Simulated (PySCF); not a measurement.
Simulated C 1s region for `C[Se]CF`, binding energy against the vacuum level.

Every computed line was given a Gaussian of 0.6 eV full width at half maximum and an area set by the number of equivalent atoms; the highest printed point is 100. Method used: delta-SCF UKS SCAN, pcX-2 on the ionised atom, pcseg-1 elsewhere, spin-free X2C (PySCF 2.14.0).

binding energy (eV), intensity and a bar:
```
    290.3          0 
    290.4          1 
    290.5          3 #
    290.6          7 ##
    290.7         16 #####
    290.8         32 #########
    290.9         53 ################
    291.0         76 #######################
    291.1         94 ############################
    291.2        100 ##############################
    291.3         91 ###########################
    291.4         71 #####################
    291.5         47 ##############
    291.6         27 ########
    291.7         13 ####
    291.8          6 ##
    291.9          2 #
    292.0          1 
    292.1          0 
    292.2          0 
    292.3          0 
    292.4          0 
    292.5          0 
    292.6          1 
    292.7          3 #
    292.8          9 ###
    292.9         19 ######
    293.0         36 ###########
    293.1         59 ##################
    293.2         81 ########################
    293.3         97 #############################
    293.4         99 ##############################
    293.5         87 ##########################
    293.6         65 ####################
    293.7         42 #############
    293.8         23 #######
    293.9         11 ###
    294.0          4 #
    294.1          2 
    294.2          0
```

Task: How many maxima does the curve show, and how many computed lines lie under it?

Result: The curve has 2 maxima (at 291.2 and 293.4 eV). Under it lie 2 lines from 2 inequivalent carbon sites.

Task: Decompose the envelope and assign each component. Numbering: `[CH3:1][Se:2][CH2:3][F:4]`.

Result: 
```csv
position (eV),relative area,line,atoms,environment
291.19,1,C 1s,C1,sp3 carbon bound to selenium
293.36,1,C 1s,C3,sp3 C–F carbon
```

Task: What are the centre and the root-mean-square width of the whole band?

Result: The area-weighted mean of the lines is 292.28 eV. Their own spread about it is 1.09 eV (rms) and each Gaussian has σ = 0.6/2.355 = 0.25 eV; the variances add, which gives 1.12 eV.

Task: Above which line width would these two lines show one maximum?

Result: Two equal Gaussians merge once their distance is under 2σ = FWHM/1.177. With 2.18 eV between them that is a full width over 2.57 eV.

Lowest listed C 1s: C1, bonded to Se and 3 H. Highest, 2.17 eV above it: C3, bonded to F, Se and 2 H.

The curve has no shake-up lines and no vibrational structure. Isolated species at its PBE0-D3(BJ)/def2-SVP geometry (one conformer only).

Conformer computed: `[CH3:1][Se:2][CH2:3][F:4]`: C1–Se2–C3–F4 66°.
